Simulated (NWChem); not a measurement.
System: Si2NH5F2; SMILES F[SiH2][Si@H](F)N

NWChem input:

```
start job
memory heap 200 mb stack 900 mb global 1100 mb
geometry units angstroms noautoz
  N      1.569248    -1.315470     0.215301
  Si     0.008240    -0.870543    -0.345020
  F     -1.212215    -1.762886     0.266132
  Si    -0.458364     1.332200     0.302095
  F      0.553087     2.350016    -0.459440
  H      1.868112    -1.143091     1.167277
  H      2.064952    -2.100223    -0.190830
  H      0.012523    -1.103182    -1.812021
  H     -1.853950     1.719257    -0.043536
  H     -0.273211     1.501043     1.772609
end
basis spherical
  * library sto-3g
end
dft
  xc b3lyp
  iterations 150
  mulliken
end
task dft energy
```

Parts of the log:

```
             Northwest Computational Chemistry Package (NWChem) 7.3.0
             --------------------------------------------------------

 C1  symmetry detected

                             Geometry "geometry" -> ""
                             -------------------------

 Output coordinates in angstroms (scale by  1.889725989 to convert to a.u.)

  No.       Tag          Charge          X              Y              Z
 ---- ---------------- ---------- -------------- -------------- --------------
    1 N                    7.0000     1.59208920    -1.26780479     0.36167605
    2 Si                  14.0000     0.09026928    -0.87878020    -0.37443700
    3 F                    9.0000    -1.14558765    -1.85560968     0.04717302
    4 Si                  14.0000    -0.57278910     1.26919216     0.28520090
    5 F                    9.0000     0.46768918     2.36698779    -0.30739323
    6 H                    1.0000     1.76110724    -1.12020407     1.34906627
    7 H                    1.0000     2.17645762    -2.00929039    -0.00603958
    8 H                    1.0000     0.28856862    -1.05003730    -1.83648336
    9 H                    1.0000    -1.93406597     1.59986958    -0.21929085
   10 H                    1.0000    -0.58032838     1.38612513     1.77230240

 Effective nuclear repulsion energy (a.u.)     301.8379880283

                                 NWChem DFT Module
                                 -----------------

 Summary of "ao basis" -> "ao basis" (spherical)
 ------------------------------------------------------------------------------
       Tag                 Description            Shells   Functions and Types
 ---------------- ------------------------------  ------  ---------------------
 N                           sto-3g                  3        5   2s1p
 Si                          sto-3g                  5        9   3s2p
 F                           sto-3g                  3        5   2s1p
 H                           sto-3g                  1        1   1s

            General Information
            -------------------
          SCF calculation type: DFT
          Wavefunction type:  closed shell.
          No. of atoms     :    10
          No. of electrons :    58
           Alpha electrons :    29
            Beta electrons :    29
          Charge           :     0
          Spin multiplicity:     1
          Use of symmetry is: off; symmetry adaption is: off
          Maximum number of iterations: 150
          AO basis - number of functions:    38
                     number of shells:    24
          Convergence on energy requested:  1.00D-06
          Convergence on density requested:  1.00D-05
          Convergence on gradient requested:  5.00D-04

              XC Information
              --------------
                         B3LYP Method XC Potential
                     Hartree-Fock (Exact) Exchange  0.200
                        Slater Exchange Functional  0.800 local
                    Becke 1988 Exchange Functional  0.720 non-local
              Lee-Yang-Parr Correlation Functional  0.810
                  VWN I RPA Correlation Functional  0.190 local

             Grid Information
             ----------------
          Grid used for XC integration:  medium
          Radial quadrature: Mura-Knowles
          Angular quadrature: Lebedev.
          Tag              B.-S. Rad. Rad. Pts. Rad. Cut. Ang. Pts.
          ---              ---------- --------- --------- ---------
          N                   0.65       49          11.0       434
          Si                  1.10       88          11.0       590
          F                   0.50       49          11.0       434
          H                   0.35       45          12.0       434
          Grid pruning is: on
          Number of quadrature shells:   548
          Spatial weights used:  Erf1

      Superposition of Atomic Density Guess
      -------------------------------------

 Sum of atomic energies:        -822.85392299

      Non-variational initial energy
      ------------------------------

 Total energy =    -822.732544
 1-e energy   =   -1756.772167
 2-e energy   =     632.201634
 HOMO         =      -0.116181
 LUMO         =       0.352060

     ---------------------------------------------
      Total Density - Mulliken Population Analysis
     ---------------------------------------------

    Atom       Charge   Shell Charges
 -----------   ------   -------------------------------------------------------
    1 N    7     7.92   2.00  1.61  4.31
    2 Si  14    12.77   2.00  1.99  5.88  1.22  1.69
    3 F    9     9.61   2.00  1.95  5.66
    4 Si  14    12.98   2.00  1.99  5.88  1.28  1.84
    5 F    9     9.59   2.00  1.94  5.65
    6 H    1     0.74   0.74
    7 H    1     0.75   0.75
    8 H    1     1.21   1.21
    9 H    1     1.21   1.21
   10 H    1     1.21   1.21

   convergence    iter        energy       DeltaE   RMS-Dens  Diis-err
 ---------------- ----- ----------------- --------- --------- ---------
 d= 0,ls=0.0,diis     1   -825.9235685276 -1.13D+03  6.96D-02  8.07D-01
 d= 0,ls=0.0,diis     2   -825.8082052626  1.15D-01  3.97D-02  1.85D+00
 d= 0,ls=0.0,diis     3   -826.1093694659 -3.01D-01  4.98D-03  1.24D-02
 d= 0,ls=0.0,diis     4   -826.1106102400 -1.24D-03  2.11D-03  4.98D-03
 d= 0,ls=0.0,diis     5   -826.1114387572 -8.29D-04  3.17D-04  5.35D-05
  Resetting Diis
 d= 0,ls=0.0,diis     6   -826.1114493576 -1.06D-05  8.21D-05  4.27D-06
 d= 0,ls=0.0,diis     7   -826.1114502134 -8.56D-07  2.94D-05  2.00D-07
 d= 0,ls=0.0,diis     8   -826.1114502296 -1.62D-08  1.41D-05  1.35D-07
 d= 0,ls=0.0,diis     9   -826.1114502580 -2.83D-08  2.24D-06  4.33D-09

         Total DFT energy =     -826.111450257996
      One electron energy =    -1753.407914481350
           Coulomb energy =      697.523624162683
    Exchange-Corr. energy =      -72.065147967584
 Nuclear repulsion energy =      301.837988028255

 Numeric. integr. density =       57.999989087900

                       DFT Final Molecular Orbital Analysis
                       ------------------------------------

 Vector   27  Occ=2.000000D+00  E=-1.743942D-01
              MO Center=  1.7D-01,  2.2D+00, -1.3D-01, r^2= 1.6D+00
   Bfn.  Coefficient  Atom+Function         Bfn.  Coefficient  Atom+Function
  ----- ------------  ---------------      ----- ------------  ---------------
    33      0.754823   5 F  pz               31      0.509903   5 F  px
    38     -0.287716  10 H  s                37      0.284390   9 H  s
    19      0.119150   3 F  pz               32     -0.073184   5 F  py
    17      0.040512   3 F  px               36      0.026790   8 H  s

 Vector   28  Occ=2.000000D+00  E=-1.438133D-01
              MO Center=  1.1D-01, -5.5D-01,  5.3D-03, r^2= 4.6D+00
   Bfn.  Coefficient  Atom+Function         Bfn.  Coefficient  Atom+Function
  ----- ------------  ---------------      ----- ------------  ---------------
    18      0.445854   3 F  py               32     -0.377986   5 F  py
    17     -0.367930   3 F  px                3     -0.362635   1 N  px
     4     -0.350143   1 N  py               19      0.207655   3 F  pz
    36      0.200983   8 H  s                13     -0.190639   2 Si py
    31      0.185739   5 F  px               33     -0.165932   5 F  pz

 Vector   29  Occ=2.000000D+00  E=-1.277665D-01
              MO Center=  8.0D-01, -6.2D-01,  1.9D-01, r^2= 3.7D+00
   Bfn.  Coefficient  Atom+Function         Bfn.  Coefficient  Atom+Function
  ----- ------------  ---------------      ----- ------------  ---------------
     4      0.605592   1 N  py                3      0.371191   1 N  px
    18      0.337882   3 F  py               32     -0.301346   5 F  py
     5     -0.266259   1 N  pz               27      0.191363   4 Si py
     2      0.176806   1 N  s                17      0.170923   3 F  px
    31      0.153428   5 F  px               19      0.141774   3 F  pz

 Vector   30  Occ=0.000000D+00  E= 2.130642D-01
              MO Center= -2.2D-01,  1.6D-01, -6.4D-02, r^2= 2.9D+00
   Bfn.  Coefficient  Atom+Function         Bfn.  Coefficient  Atom+Function
  ----- ------------  ---------------      ----- ------------  ---------------
    11      0.868391   2 Si s                25     -0.856694   4 Si s
    27      0.464760   4 Si py               13      0.457123   2 Si py
     2     -0.332463   1 N  s                37      0.328782   9 H  s
    36     -0.325336   8 H  s                38      0.310720  10 H  s
    32     -0.255818   5 F  py               18     -0.250129   3 F  py

 Vector   31  Occ=0.000000D+00  E= 2.523523D-01
              MO Center= -2.1D-01,  4.7D-01, -1.8D-02, r^2= 3.3D+00
   Bfn.  Coefficient  Atom+Function         Bfn.  Coefficient  Atom+Function
  ----- ------------  ---------------      ----- ------------  ---------------
    27      0.550936   4 Si py               26      0.490036   4 Si px
    13      0.447330   2 Si py               12      0.358249   2 Si px
    28     -0.334722   4 Si pz               32      0.335110   5 F  py
    30     -0.322232   5 F  s                31      0.311827   5 F  px
    14     -0.305669   2 Si pz               17      0.294641   3 F  px

 Vector   32  Occ=0.000000D+00  E= 2.814651D-01
              MO Center=  1.4D-01, -1.7D-01,  1.9D-01, r^2= 3.9D+00
   Bfn.  Coefficient  Atom+Function         Bfn.  Coefficient  Atom+Function
  ----- ------------  ---------------      ----- ------------  ---------------
     2      0.756456   1 N  s                14     -0.536169   2 Si pz
    12     -0.490557   2 Si px               38      0.480558  10 H  s
    28     -0.446902   4 Si pz               26     -0.434072   4 Si px
    37     -0.354125   9 H  s                35     -0.332046   7 H  s
    13      0.279530   2 Si py                3     -0.268369   1 N  px

     ---------------------------------------------
      Total Density - Mulliken Population Analysis
     ---------------------------------------------

[...]
```

Level: B3LYP/STO-3G. Coordinates come from a B3LYP/6-31G* (spherical d) optimisation. B3LYP is NWChem's, with the RPA form of VWN correlation.
